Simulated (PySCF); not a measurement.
# Br: electron affinity

Br- [Kr] (1S) → Br [Ar] 3d10 4s2 4p5 (2P), as a difference of total energies. Calculation: PySCF 2.14, in aug-cc-pwCVDZ-PP with ECP10MDF (6s5p4d1f, 48 functions); a scalar-relativistic core potential. Correlated levels: valence: 3s2 3p6 3d10 frozen. The calculations carry no spin-orbit coupling.

| method | electron affinity (eV) |
| --- | --- |
| UHF | 2.417 |
| MP2 (valence) | 3.334 |
| SCS-MP2 (valence) | 3.254 |
| CCSD (valence) | 3.206 |
| CCSD(T) (valence) | 3.254 |

Problem. How much does correlation contribute at CCSD(T) (valence)?

Solution. 3.254 − (2.417) = 0.837 eV, measured against UHF.

The reference lies between the lowest fine-structure levels, while these numbers refer to the centres of the terms.

Errors of the correlated levels include the incompleteness of this basis and the frozen core.

For comparison: 3.364 eV (measured; photodetachment measurements, as compiled on the Wikipedia data page of electron affinities).
